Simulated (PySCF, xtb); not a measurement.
Zn(F)(Me) (CH3FZn), SMILES [CH3][Zn][F].

GFN2-xTB run with xtb at its own geometry gives an orbital gap of 5.15 eV and a dipole moment of 4.28 D.

Geometry: PBE0-D3(BJ)/def2-TZVP.

What does HF/def2-TZVPD in PySCF give? (Estimate from the structure and the level; the computed values follow.)

gap 12.46 eV (levels -11.40 and 1.05 eV), dipole 2.74 D.
